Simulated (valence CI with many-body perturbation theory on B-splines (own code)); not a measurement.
# E1 transitions of Co XXIII

Computed by configuration interaction combined with many-body perturbation theory (CI+MBPT): three valence electrons over a frozen Dirac-Fock core [He], radial functions for each j: 11 s, 11 p, 10 d, 8 f, 5 g, 2 h, with the one-electron correlation potential Σ1, the two-electron term Σ2, the three-electron term Σ3, Breit, model QED; selected CI, second order for the rest, scaled by the run's own slope (own B-spline code, finite nucleus).

No measured spectrum was set against this ion. As an estimate, levels of excited configurations hold to 0.05 to 0.15 % of their energy, terms of the ground configuration to about 0.5 %.

Lines 51 to 100 of 585 in falling wavelength, among levels below 1617.7 eV, chosen from the strongest by gf and those to the six lowest levels. Wavelengths and rates use the calculated energies, so an error of 800 cm⁻¹ moves a line at 1070 Å by 0.86 % and its rate by three times that or more. Electric multipoles are in the length gauge with retardation, E1 and E2 with the static RPA response of the core. Weak lines are less certain than strong ones. Lines between different terms over intervals too small for the method are left out, as are lines whose strength nearly cancels. The highest levels of a list are the least certain.

Names give the largest LS component (configuration and term), which can be under half, so a name can repeat, a term be missing and a line seem to break the LS rules; names also repeat where a configuration has a term twice. Letters in brackets count levels of one name in rising energy.

```csv
λ vac (Å),Upper,Lower,A (s⁻¹),log gf,Branch %
1070,2s 2p 4p 4D_5/2,2s 2p 4s 4P°_3/2,5.15e+08,-0.28,0.0
1065,2s2 4p 2P°_3/2,2s2 4s 2S_1/2,5.09e+08,-0.46,0.0
1059,2s 2p 4p 2P_3/2 [c],2s 2p 4s 2P°_1/2 [b],2.70e+08,-0.74,0.0
1024,2s 2p 4p 2P_3/2 [b],2s 2p 4s 4P°_5/2,1.94e+08,-0.91,0.0
1001,2s 2p 4p 2S_1/2 [a],2s 2p 4s 2P°_3/2 [a],6.33e+08,-0.72,0.0
993.8,2s 2p 4p 2S_1/2 [b],2s 2p 4s 2P°_1/2 [b],4.28e+08,-0.90,0.0
878.5,2s 2p 4p 2D_5/2 [a],2s 2p 4s 4P°_5/2,1.93e+08,-0.87,0.0
682.8,2p2 3d 4F_9/2,2p2 3p 4D°_7/2,5.12e+08,-0.45,2.0
669.0,2p2 3d 2F_7/2 [b],2p2 3p 2D°_5/2 [b],4.78e+08,-0.59,0.0
660.1,2s 2p 3d 4F°_9/2,2s 2p 3p 4D_7/2,4.88e+08,-0.50,95.8
655.3,2p2 3d 2G_9/2,2p2 3p 2F°_7/2,6.13e+08,-0.40,3.0
649.6,2p2 3d 4F_7/2,2p2 3p 4D°_5/2,5.43e+08,-0.56,0.1
649.5,2p2 3p 2D°_5/2 [b],2p2 3s 2D_3/2,5.01e+08,-0.72,0.0
638.1,2p2 3d 4F_5/2,2p2 3p 4D°_3/2,4.65e+08,-0.77,0.0
635.9,2p2 3p 2D°_5/2 [a],2p2 3s 4P_5/2,4.08e+08,-0.83,0.0
631.3,2s 2p 3d 4F°_7/2,2s 2p 3p 4D_5/2,5.36e+08,-0.59,0.0
627.9,2p2 3d 2D_5/2 [d],2p2 3p 2P°_3/2 [c],6.73e+08,-0.62,0.0
627.2,2s 2p 3d 4D°_7/2,2s 2p 3p 4P_5/2,3.08e+08,-0.84,0.0
622.3,2p2 3d 2F_5/2 [b],2p2 3p 2D°_3/2 [b],5.12e+08,-0.75,0.0
608.9,2s 2p 3d 2F°_7/2 [b],2s 2p 3p 2D_5/2 [b],5.36e+08,-0.62,0.0
599.5,2p2 3d 2G_7/2,2p2 3p 2F°_5/2,6.72e+08,-0.54,0.0
579.0,2p2 3d 2F_7/2 [a],2p2 3p 2D°_5/2 [a],5.87e+08,-0.63,2.3
571.0,2p2 3d 2F_5/2 [a],2p2 3p 2D°_3/2 [a],5.97e+08,-0.76,0.0
559.6,2p2 3d 2F_7/2 [c],2p2 3p 2D°_5/2 [c],7.18e+08,-0.57,0.0
555.9,2s 2p 3d 2D°_5/2,2s 2p 3p 2P_3/2 [b],5.39e+08,-0.82,0.0
550.7,2s 2p 3d 4P°_5/2,2s 2p 3p 2P_3/2 [a],5.63e+08,-0.81,0.0
549.9,2s 2p 3d 4F°_5/2,2s 2p 3p 4D_3/2,5.72e+08,-0.81,0.0
545.3,2s2 3d 2D_5/2,2s2 3p 2P°_3/2,7.71e+08,-0.69,0.0
530.0,2p2 3p 4D°_5/2,2p2 3s 4P_3/2,1.13e+09,-0.55,0.0
529.4,2p2 3p 4D°_7/2,2p2 3s 4P_5/2,1.35e+09,-0.34,0.0
527.2,2s 2p 3d 2F°_5/2 [c],2s 2p 3p 2D_3/2 [b],5.90e+08,-0.83,0.0
526.5,2p2 3d 4F_3/2,2p2 3p 4D°_1/2,7.69e+08,-0.89,0.0
524.2,2p2 3p 2F°_7/2,2p2 3s 2D_5/2,1.42e+09,-0.33,0.0
523.8,2p2 3d 2D_3/2 [c],2p2 3p 2P°_1/2 [c],9.69e+08,-0.80,0.0
520.0,2s 2p 3d 2F°_5/2 [a],2s 2p 3p 2D_3/2 [a],7.53e+08,-0.74,0.0
514.8,2p2 3p 2F°_5/2,2p2 3s 2P_3/2,9.26e+08,-0.66,0.0
498.6,2p2 3p 2D°_3/2 [c],2p2 3s 2D_5/2,9.99e+08,-0.83,0.0
493.1,2p2 3d 2D_5/2 [a],2p2 3p 2P°_3/2 [a],8.87e+08,-0.71,0.0
480.2,2s 2p 3p 2D_5/2 [a],2s 2p 3s 2P°_3/2 [a],1.13e+09,-0.63,0.0
474.4,2s 2p 3p 4D_7/2,2s 2p 3s 4P°_5/2,1.60e+09,-0.36,23.6
474.3,2s2 3d 2D_3/2,2s2 3p 2P°_1/2,9.52e+08,-0.89,0.0
473.1,2s 2p 3d 2F°_7/2 [a],2s 2p 3p 2D_5/2 [a],1.11e+09,-0.53,0.0
470.0,2s 2p 3p 2D_5/2 [b],2s 2p 3s 2P°_3/2 [b],1.17e+09,-0.63,0.1
461.7,2p2 3p 2D°_5/2 [c],2p2 3s 2D_5/2,1.35e+09,-0.59,0.0
458.0,2p2 3p 2P°_3/2 [c],2p2 3s 2S_1/2,1.46e+09,-0.74,0.0
454.6,2s 2p 3p 4D_5/2,2s 2p 3s 4P°_3/2,1.72e+09,-0.50,2.0
440.1,2s 2p 3p 2P_3/2 [b],2s 2p 3s 2P°_1/2 [b],1.08e+09,-0.90,0.0
439.3,2s2 3p 2P°_3/2,2s2 3s 2S_1/2,1.80e+09,-0.68,0.7
434.9,2p2 3p 4S°_3/2,2p2 3s 4P_5/2,1.47e+09,-0.78,0.0
431.5,2s 2p 3p 4P_5/2,2s 2p 3s 4P°_5/2,1.58e+09,-0.58,0.1
```

Task: How does gf follow from A for the line at 527.2 Å?

Result: gf = 1.4992 × (2J+1)_upper × A / σ², with σ = 189689 cm⁻¹ and 2J+1 = 6: gf = 0.148.
